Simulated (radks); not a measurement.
Charge is removed step by step from the 4d (averaged over the sub-levels emptied) level of Sb+, starting from [Kr] 4d10 5s2 5p2. Calculated with a radial shooting solver on a logarithmic mesh with Libxc functionals: Dirac Kohn-Sham, PBEsol, spin-unpolarised, spherical densities, finite nucleus; open shells are shared between the two j in proportion to 2j + 1; Fermi nuclear charge, rms radius 4.6802 fm.

removed (e),E - E(0) (eV),eigenvalue (eV),E minus straight line (eV)
0,0.000,-41.939,0.000
0.125,5.365,-43.905,-0.889
0.25,10.977,-45.898,-1.531
0.375,16.841,-47.919,-1.922
0.5,22.958,-49.966,-2.059
0.625,29.333,-52.039,-1.938
0.75,35.969,-54.135,-1.557
0.875,42.868,-56.256,-0.912
1,50.034,-58.400,0.000

Removing the whole electron costs 50.034 eV by Delta-SCF, against 41.939 eV from minus the eigenvalue at the starting occupation. Slater's transition state (half an electron removed) gives 49.966 eV. Integrating minus the eigenvalue over the occupation (Janak's theorem) gives 50.034 eV. The mean slope of the eigenvalue, de/dn, is 16.5 eV per electron.
